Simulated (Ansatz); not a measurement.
Cost against result

Saddle point of Si2H6O2, closed shell (Si₂H₆O₂ ([OH][SiH]([OH])[SiH3]) → Si₂H₄O ([O][SiH][SiH3]) + H₂O (still joined by a long Si–O bond); bonds formed: O2–H4; bonds broken: O3–H4; bonds weakened to dative contacts: Si1–O2), PBE0-D4/def2-TZVP structure:

```
10
angstrom
Si -0.6533 0.0053 -0.5002
O 0.7170 1.0251 -1.3143
O -0.5888 -0.8920 -1.7785
H 0.4520 0.2593 -2.0103
H -1.7221 1.0392 -0.3298
Si 0.1999 -0.7176 1.5607
H 0.4794 1.8984 -1.6501
H 0.4242 0.4482 2.4599
H -0.7892 -1.6239 2.2031
H 1.4808 -1.4417 1.3596
```

Barriers are electronic and count from the start structure reached by relaxing down the imaginary mode.

Program: Ansatz 0.2.0. Basis: as named in each row. Cores are frozen in the correlated methods. B3LYP uses VWN-RPA correlation. Extrapolation: Hartree–Fock as exp(−7.88 √X), correlation as X^−2.97.

Times are rough, for one single point on 4 threads of a shared host (Intel Xeon Platinum 8488C).

The estimate by CCSD(T) at an estimated basis limit (MP2 extrapolated from triple and quadruple zeta, plus CCSD(T) − MP2 in triple zeta) is 2.247 eV.

```json
{"method": "HF", "basis": "STO-3G", "time (s)": "under 1", "barrier (eV)": "3.682", "method less estimate": "1.434"}
{"method": "PBE-D4", "basis": "STO-3G", "time (s)": "under 1", "barrier (eV)": "1.507", "method less estimate": "-0.740"}
{"method": "SPW92", "basis": "def2-SVP", "time (s)": "under 1", "barrier (eV)": "1.746", "method less estimate": "-0.501"}
{"method": "PBE-D4", "basis": "def2-SVP", "time (s)": "under 1", "barrier (eV)": "1.843", "method less estimate": "-0.405"}
{"method": "B3LYP-D4", "basis": "6-31G", "time (s)": "under 1", "barrier (eV)": "2.043", "method less estimate": "-0.204"}
{"method": "PBE0-D4", "basis": "def2-SVP", "time (s)": "under 1", "barrier (eV)": "2.091", "method less estimate": "-0.156"}
{"method": "SPW92", "basis": "def2-TZVPP", "time (s)": "under 1", "barrier (eV)": "1.857", "method less estimate": "-0.390"}
{"method": "PBE-D4", "basis": "def2-TZVPP", "time (s)": "under 1", "barrier (eV)": "1.949", "method less estimate": "-0.298"}
{"method": "BLYP-D4", "basis": "def2-TZVPP", "time (s)": "under 1", "barrier (eV)": "2.027", "method less estimate": "-0.220"}
{"method": "B3LYP-D4", "basis": "def2-TZVPP", "time (s)": "1", "barrier (eV)": "2.202", "method less estimate": "-0.045"}
{"method": "BHLYP-D4", "basis": "def2-TZVPP", "time (s)": "1", "barrier (eV)": "2.443", "method less estimate": "0.195"}
{"method": "PBE0-D4", "basis": "def2-TZVPP", "time (s)": "1", "barrier (eV)": "2.173", "method less estimate": "-0.074"}
{"method": "r2SCAN-D4", "basis": "def2-TZVPP", "time (s)": "1", "barrier (eV)": "2.135", "method less estimate": "-0.112"}
{"method": "wB97M-V", "basis": "def2-SVP", "time (s)": "1", "barrier (eV)": "2.133", "method less estimate": "-0.115"}
{"method": "CCSD(T)", "basis": "def2-SVP", "time (s)": "1", "barrier (eV)": "2.185", "method less estimate": "-0.062"}
{"method": "CAM-B3LYP-D4", "basis": "def2-TZVPP", "time (s)": "1", "barrier (eV)": "2.260", "method less estimate": "0.013"}
{"method": "r2SCAN0-D4", "basis": "def2-TZVPP", "time (s)": "2", "barrier (eV)": "2.283", "method less estimate": "0.035"}
{"method": "B2PLYP", "basis": "def2-TZVPP", "time (s)": "2", "barrier (eV)": "2.203", "method less estimate": "-0.045"}
{"method": "PBE-QIDH", "basis": "def2-TZVPP", "time (s)": "2", "barrier (eV)": "2.268", "method less estimate": "0.020"}
{"method": "B97M-V", "basis": "def2-TZVPP", "time (s)": "2", "barrier (eV)": "2.243", "method less estimate": "-0.004"}
{"method": "RPA on PBE", "basis": "def2-TZVPP", "time (s)": "2", "barrier (eV)": "2.195", "method less estimate": "-0.052"}
{"method": "wB97X-V", "basis": "def2-TZVPP", "time (s)": "3", "barrier (eV)": "2.262", "method less estimate": "0.015"}
{"method": "wB97M-V", "basis": "def2-TZVPP", "time (s)": "3", "barrier (eV)": "2.216", "method less estimate": "-0.032"}
{"method": "MP2", "basis": "def2-QZVPP", "time (s)": "8", "barrier (eV)": "2.194", "method less estimate": "-0.053"}
{"method": "CCSD(T)", "basis": "def2-TZVPP", "time (s)": "30", "barrier (eV)": "2.245", "method less estimate": "-0.002"}
```

All methods are single points on the PBE0-D4 structures.

T1 diagnostic: at most 0.018.

Labels in which every atom is bracketed show which atoms are joined, not bond orders.
